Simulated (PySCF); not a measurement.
Dipole response of Ge (germanium, neutral)

[Ar] 3d10 4s2 4p2, high-spin 3P determinant. Calculation: PySCF 2.14, in aug-cc-pV5Z-PP with ECP10MDF (8s7p6d4f3g2h, 136 functions); a scalar-relativistic core potential. Coupled (time-dependent) response in atomic units; α is the mean over directions.

| method | mean α (bohr³) | α xx, yy, zz | C₆ (like pair) | S(−4) |
| --- | --- | --- | --- | --- |
| UHF | 41.27 | 33.24, 45.29, 45.29 | 361.8 | 663.2 |
| PBE | 46.29 | 35.18, 51.85, 51.85 | 403.9 | 1051 |

S(−4) is the Cauchy moment in α(ω) = α(0) + S(−4) ω² + …

Reference α: 40 ± 1 bohr³ (recommended; Schwerdtfeger and Nagle, table of static dipole polarizabilities (2023 update)). Published C₆: 354.0 (Chu and Dalgarno (2004); Tang, Norbeck and Certain (1976)).

Spin-orbit coupling is absent.

α(iu) at UHF:

| u (hartree) | α(iu) (bohr³) |
| --- | --- |
| 0 | 41.27 |
| 0.0500 | 39.70 |
| 0.100 | 35.82 |
| 0.200 | 26.61 |
| 0.300 | 19.29 |
| 0.500 | 10.82 |
| 0.750 | 6.133 |
| 1.00 | 3.970 |
| 1.50 | 2.126 |
| 2.00 | 1.370 |
| 3.00 | 0.7428 |
| 5.00 | 0.3368 |

A single London oscillator, α(iu) = α/(1 + u²/ω²), gives C₆ = (3/4) ω α². Matching the computed C₆ needs ω = 4 × 361.8 / (3 × 41.27²) = 0.283 hartree.

The components differ because the open shell of this determinant is not spherical; for a pure term their mean is the scalar polarisability.

Energies and moments cover only the electrons outside the core potential.
